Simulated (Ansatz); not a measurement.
## C2H7NZn: which of these isomers lies lowest?

2 of its isomers, all singlets with charge 0: A = `C[N](C)[ZnH]`; B = `C[CH2][Zn][NH2]`.

Shapes, held fixed at every level: PBE0-D4/def2-TZVP. Programs: Ansatz 0.2.0.

Electronic energies in kJ/mol, without zero-point or thermal terms.

```tsv
level	kind	B − A
HF/def2-SVP	Hartree–Fock	-51.3
HF/def2-TZVPP	Hartree–Fock	-71.6
SPW92/def2-TZVPP	LDA	-73.0
PBE-D4/def2-TZVPP	GGA	-79.9
r2SCAN-D4/def2-TZVPP	meta-GGA	-81.9
PBE0-D4/def2-TZVPP	global hybrid	-80.4
wB97X-V/def2-TZVPP	range-separated hybrid	-78.1
wB97M-V/def2-TZVPP	range-separated hybrid	-82.9
```

wB97M-V/def2-TZVPP puts B lowest of these. All levels agree on that. The B − A difference spans -82.9 to -51.3 kJ/mol over the levels. Relativity is left out for Zn.
